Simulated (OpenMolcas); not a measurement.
**Pd4+ in octahedral coordination: ligands and hosts compared**

| Item | Value |
| --- | --- |
| Program | OpenMolcas 26.06 |
| Method | SS-CASPT2, IPEA 0.25 Eh, imaginary shift 0.1 Eh |
| Active space | 6 electrons in 5 orbitals (4d) |
| Spin-orbit coupling | state interaction with AMFI integrals over the reference wave functions |

Distances were set from a Shannon-type radius of the metal (high-spin where two are listed) plus a fixed donor radius (H2O 1.36, F 1.31 Å), in hosts weighted 0.65 to 0.35 with the host's distance in the model lattice. Anionic complexes are neutralised by point charges, and hosts are embedded clusters. Ligand basis ANO-RCC-VDZP. States (labels of the rotation group of each site). Energies in cm-1 above the lowest state or level, χT in cm3 K/mol.

| Ligand or host | R (Å) | Metal basis | Outer charge (e at Å behind ligand) | Ground state | First state of that spin | First gap with spin-orbit (degeneracies) | χT at 300 K | First state of another spin |
| --- | --- | --- | --- | --- | --- | --- | --- | --- |
| H2O | 1.98 | ANO-RCC-VTZP |  | 1A1 | 18190 | 16540 (1, 2) | 0.021 | 2S+1 = 3: 17080 |
| Cs2GeF6 | 1.883 | ANO-RCC-VTZP |  | 1A1 | 27030 | 23330 (1, 2) | 0.014 | 2S+1 = 3: 24020 |
| F | 1.93 | ANO-RCC-VDZP | 0.33 at 2.6 | 1A1 | 23350 | 19390 (1, 2) | 0.017 | 2S+1 = 3: 20080 |
| K2NaGaF6 | 1.929 | ANO-RCC-VTZP |  | 1A1 | 23710 | 20150 (1, 2) | 0.016 | 2S+1 = 3: 20770 |

The rows also differ in their metal basis and outer charges, so part of each step comes from that.

Roots that are degenerate in the reference are averaged as groups; the widest CASPT2 spread within a group is 2100 cm-1 (the 3-fold group of multiplicity 1 near 51700 cm-1 above the lowest state of its run, H2O). Shifts and gaps below about the spread of the groups concerned are not significant. Over all roots computed the reference weight is 0.52 to 0.67 in H2O, 0.63 to 0.68 in Cs2GeF6, 0.61 to 0.67 in F, 0.61 to 0.68 in K2NaGaF6; the roots of lowest weight are the least certain, and an intruder state may touch them. Ligand-to-metal charge-transfer states are missing. With no ligand orbital active B as a rule stays too high, so bands that hang on it stand too high and its fall with covalency is understated. With one d shell and no ligand orbital active, 10Dq can be off by a tenth or more. The least metal-like active orbital is 68 % on the metal (Löwdin) and no ligand orbital is active, so the numbers are rough, and ground spin, moment and any spin crossover can be artefacts of this space; highly charged d ions in such sites are as a rule low spin (holds for H2O). The least metal-like active orbital is 66 % on the metal (Löwdin) and no ligand orbital is active, so the numbers are rough, and ground spin, moment and any spin crossover can be artefacts of this space; highly charged d ions in such sites are as a rule low spin (holds for Cs2GeF6). The least metal-like active orbital is 65 % on the metal (Löwdin) and no ligand orbital is active, so the numbers are rough, and ground spin, moment and any spin crossover can be artefacts of this space; highly charged d ions in such sites are as a rule low spin (holds for F; K2NaGaF6). No measured value stands beside these numbers; the geometry is a model, was not optimised and need not be the one that this ion takes.

A state without a sure symmetry label is named by its multiplicity alone.
